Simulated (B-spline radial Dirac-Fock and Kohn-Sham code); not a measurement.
**Binding energies of Os¹⁷⁺ at several levels of theory**

System: Os¹⁷⁺, configuration [Kr] 4d10 4f12 5s1.

The density-functional columns are spherical, spin-unpolarised Dirac-Kohn-Sham results without Breit or QED terms: −ε is minus the orbital energy of the initial state and ΔSCF the difference of two total energies. The reference in the last column comes from ΔSCF Dirac-Fock with Breit, self-energy and vacuum polarisation, finite nucleus, configuration average. All numbers are from an atomic code on a B-spline grid, in eV; a selection of levels is shown. For the 1s level of heavy atoms much of the gap between ΔSCF and the reference is the Breit and QED part, -381.8 eV here; for other levels the error of the functional can be larger.

```
     level   LDA −ε  LDA ΔSCF  Dirac-Fock
    K (1s)  74072.2   74658.6     74288.2
   L1 (2s)  13216.8   13333.1     13390.5
L2 (2p1/2)  12678.8   12826.0     12802.9
L3 (2p3/2)  11148.8   11275.5     11288.5
   M1 (3s)   3371.4    3412.1      3467.5
M2 (3p1/2)   3129.4    3172.5      3207.4
M3 (3p3/2)   2795.4    2835.2      2872.7
M4 (3d3/2)   2387.4    2433.5      2443.3
M5 (3d5/2)   2314.9    2359.8      2372.2
N2 (4p1/2)    904.2     926.3       948.8
N3 (4p3/2)    823.6     844.8       868.0
N4 (4d3/2)    654.8     675.8       686.7
N5 (4d5/2)    639.5     660.3       671.5
 N6,7 (4f)    421.6     441.8       439.4
   O1 (5s)    420.3     432.9       425.7
```

For the outermost level NIST gives 436 ± 22 eV (theoretical); the differences from it are LDA −ε -15.69, LDA ΔSCF -3.07, Dirac-Fock -10.33 eV.

Values without a named source are computed, but for edge energies of neutral atoms, which are taken from tables.
